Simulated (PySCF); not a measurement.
# The third ionisation energy along group 14

Calculated with PySCF 2.14 from differences of total energies of unrestricted determinants, without spin-orbit coupling. Values in eV. The last column holds reference values (NIST; (s) semi-empirical, (t) theoretical, else measured). Unmarked ones compare directly (S terms, centres of terms, or small fine structure); those marked * lie between the lowest fine-structure levels and include a spin-orbit shift.

```csv
element,configurations,CCSD (valence),CCSDT (valence),FCI (valence),LDA,PBE,r2SCAN,reference
"C (aug-cc-pVDZ, non-relativistic)",[He] 2s2 → [He] 2s1,47.785,47.785,47.785,46.962,47.149,46.652,47.888
"Si (aug-cc-pV(D+d)Z, non-relativistic)",[Ne] 3s2 → [Ne] 3s1,n/a,n/a,n/a,33.554,33.433,32.907,33.493
"Ge (aug-cc-pVDZ-PP with ECP10MDF, ECP)",[Ar] 3d10 4s2 → [Ar] 3d10 4s1,33.239,33.239,33.239,34.768,34.327,34.051,34.058
"Sn (aug-cc-pVDZ-PP with ECP28MDF, ECP)",[Kr] 4d10 5s2 → [Kr] 4d10 5s1,29.442,29.442,29.442,31.270,30.800,30.474,30.506
"Pb (aug-cc-pVDZ-PP with ECP60MDF, ECP)",[Xe] 4f14 5d10 6s2 → [Xe] 4f14 5d10 6s1,30.459,30.459,30.459,32.577,32.087,31.846,31.937
```

```json
{"method": "CCSD (valence)", "elements": "4", "mean error (eV)": "-0.866", "mean absolute error (eV)": "0.866", "largest error (eV)": "-1.478"}
{"method": "CCSDT (valence)", "elements": "4", "mean error (eV)": "-0.866", "mean absolute error (eV)": "0.866", "largest error (eV)": "-1.478"}
{"method": "FCI (valence)", "elements": "4", "mean error (eV)": "-0.866", "mean absolute error (eV)": "0.866", "largest error (eV)": "-1.478"}
{"method": "LDA", "elements": "5", "mean error (eV)": "0.250", "mean absolute error (eV)": "0.620", "largest error (eV)": "-0.926"}
{"method": "PBE", "elements": "5", "mean error (eV)": "-0.017", "mean absolute error (eV)": "0.302", "largest error (eV)": "-0.739"}
{"method": "r2SCAN", "elements": "5", "mean error (eV)": "-0.390", "mean absolute error (eV)": "0.390", "largest error (eV)": "-1.236"}
```

Errors include the incompleteness of the basis and the frozen core.

"Valence" correlates the outer s and p shells and, in groups 3 to 12 and the f block, the outer d or f shell, open or full, or the next shell where the ion has no valence electron left; the wider scheme adds the next inner shell.
